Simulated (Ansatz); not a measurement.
Basis sets compared for SnEt3(SiMe3) (C9H24SiSn). The state is a singlet with charge 0. Geometry PBE-D4/def2-SVP. Ansatz on 4 threads of AMD EPYC 7B13 on a shared host; times are rough, and most runs start from earlier orbitals.

Cartesian coordinates in Å:
```
Sn 0.419 0.421 0.315
C 2.569 0.269 -0.125
C 2.858 -0.043 -1.595
H 2.989 -0.514 0.541
H 3.037 1.228 0.182
H 3.948 -0.113 -1.805
H 2.408 -1.009 -1.909
H 2.450 0.736 -2.273
C -0.364 2.143 -0.808
C -1.854 2.393 -0.560
H -0.163 1.955 -1.884
H 0.245 3.027 -0.525
H -2.237 3.266 -1.131
H -2.474 1.519 -0.853
H -2.067 2.590 0.512
C 0.168 0.915 2.445
C 0.782 2.266 2.818
H 0.618 0.090 3.035
H -0.921 0.896 2.658
H 0.643 2.508 3.895
H 1.874 2.295 2.620
H 0.329 3.100 2.241
Si -0.840 -1.735 -0.401
C -2.460 -1.903 0.580
C -1.241 -1.631 -2.257
C 0.246 -3.263 -0.083
H -3.007 -2.822 0.282
H -3.129 -1.035 0.403
H -2.264 -1.961 1.671
H -1.871 -0.746 -2.481
H -0.316 -1.549 -2.864
H -1.791 -2.536 -2.593
H 1.204 -3.196 -0.638
H 0.488 -3.369 0.995
H -0.273 -4.190 -0.408
```

In the def2 sets Sn takes a core potential; there is no spin–orbit coupling.

Binding counts from free atoms (Sn triplet, C triplet, H doublet, Si triplet) in the same basis, without a counterpoise term.

| level | functions | energy (Eh) | HOMO (eV) | LUMO (eV) | binding per atom (eV) | wall time |
| --- | --- | --- | --- | --- | --- | --- |
| PBE-D4/def2-SVP | 290 | -860.2258 | -5.43 | 0.01 | 3.99 | 4.9 s |
| PBE0-D4/def2-SVP | 290 | -860.3489 | -6.50 | 0.76 | 3.96 | 10 s |

Question: Estimate the rows for PBE-D4/def2-TZVP (with forces), PBE0-D4/def2-TZVP.

Answer: 
```csv
level,functions,energy (Eh),HOMO (eV),LUMO (eV),binding per atom (eV),wall time
PBE-D4/def2-TZVP (with forces),510,-860.7296,-5.50,-0.33,3.97,14 s
PBE0-D4/def2-TZVP,510,-860.8379,-6.52,0.42,3.93,26 s
```
